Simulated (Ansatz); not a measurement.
`C[SiH](Cl)[GeH3]` → `[Cl][GeH3]` + `C[SiH]` at 600 K and 1 bar (silylene formation by 1,1-elimination).

Isolated molecules relaxed with PBE0-D4/def2-TZVP in Ansatz; ΔE leaves out vibrations. CCSD(T)/CBS adds triple-zeta CCSD(T) − MP2 to the extrapolated MP2 energy (def2 sets, frozen cores). This one scheme is used for every species. For Ge outer-core shells are correlated without core-valence functions, which leaves a few kJ/mol of doubt a bond. Scalar relativity is left out up to krypton.

```csv
species,CCSD(T)/CBS energy (Eh),H − E (kJ/mol),S (J/(mol·K))
`C[SiH](Cl)[GeH3]`,-2867.29429,253.6,475.1
`[Cl][GeH3]`,-2537.71925,96.6,309.8
`C[SiH]`,-329.46712,143.5,309.3
```

H − E and S are ideal-gas, rigid-rotor, harmonic terms from PBE0-D4/def2-TZVP, for one conformer and one mirror image of each species. 1 Eh = 2625.50 kJ/mol, R = 8.31446 J/(mol·K).

Question: By hand: ΔE, ΔH, ΔS and ΔG.

Answer: ΔE = (-2537.71925) + (-329.46712) − (-2867.29429) = 0.10792 Eh = 283.3 kJ/mol. Δ(H − E) = 96.6 + 143.5 − 253.6 = -13.5, so ΔH = 269.8 kJ/mol. ΔS = 309.8 + 309.3 − 475.1 = 144.0 J/(mol·K). ΔG = 269.8 − 600 × (144.0)/1000 = 183.4 kJ/mol.

Question: By hand: the equilibrium constant, and the temperature at which ΔG would vanish if ΔH and ΔS stayed fixed.

Answer: log₁₀ K = −ΔG/(RT ln 10) = -16.0. ΔG = 0 at ΔH/ΔS = 1874 K.

The number of gas molecules changes by +1, which sets the sign of ΔS. A doubt of 5 kJ/mol in ΔE shifts log₁₀ K by 0.4 here. Other conformers and mirror images would add mixing entropy, several J/(mol·K) or more a flexible species. These are equilibria of isolated gas molecules and say nothing of rates. Largest T1 diagnostic: 0.012 (customary marks: 0.02 for closed shells, 0.045 for open ones).
